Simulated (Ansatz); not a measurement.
`[CH3][GeH]([F])[Br]` → `[CH3][Ge][Br]` + H–F at 500 K and 1 bar (germylene formation by 1,1-elimination).

Gas-phase electronic energies from Ansatz, PBE0-D4/def2-TZVP geometries. CCSD(T)/CBS is the MP2 limit (def2-TZVPP, def2-QZVPP) plus CCSD(T) − MP2 in def2-TZVPP, frozen cores. This one scheme is used for every species. For Br, Ge outer-core shells are correlated without core-valence functions, which leaves a few kJ/mol of doubt a bond. Scalar relativity is left out up to krypton.

| species | CCSD(T)/CBS energy (Eh) | H − E (kJ/mol) | S (J/(mol·K)) |
| --- | --- | --- | --- |
| `[CH3][GeH]([F])[Br]` | -4789.77492 | 166.8 | 401.5 |
| `[CH3][Ge][Br]` | -4689.31568 | 126.2 | 362.1 |
| H–F | -100.39570 | 39.4 | 188.7 |

H − E and S are ideal-gas, rigid-rotor, harmonic terms from PBE0-D4/def2-TZVP, for one conformer and one mirror image of each species. 1 Eh = 2625.50 kJ/mol, R = 8.31446 J/(mol·K).

Q: By hand: ΔE, ΔH, ΔS and ΔG.

A: ΔE = (-4689.31568) + (-100.39570) − (-4789.77492) = 0.06354 Eh = 166.8 kJ/mol. Δ(H − E) = 126.2 + 39.4 − 166.8 = -1.2, so ΔH = 165.6 kJ/mol. ΔS = 362.1 + 188.7 − 401.5 = 149.3 J/(mol·K). ΔG = 165.6 − 500 × (149.3)/1000 = 90.9 kJ/mol.

Q: By hand: the equilibrium constant, and the temperature at which ΔG would vanish if ΔH and ΔS stayed fixed.

A: log₁₀ K = −ΔG/(RT ln 10) = -9.5. ΔG = 0 at ΔH/ΔS = 1109 K.

The number of gas molecules changes by +1, which sets the sign of ΔS. A doubt of 5 kJ/mol in ΔE shifts log₁₀ K by 0.5 here. Other conformers and mirror images would add mixing entropy, several J/(mol·K) or more a flexible species. These are equilibria of isolated gas molecules and say nothing of rates. Largest T1 diagnostic: 0.011 (customary marks: 0.02 for closed shells, 0.045 for open ones).
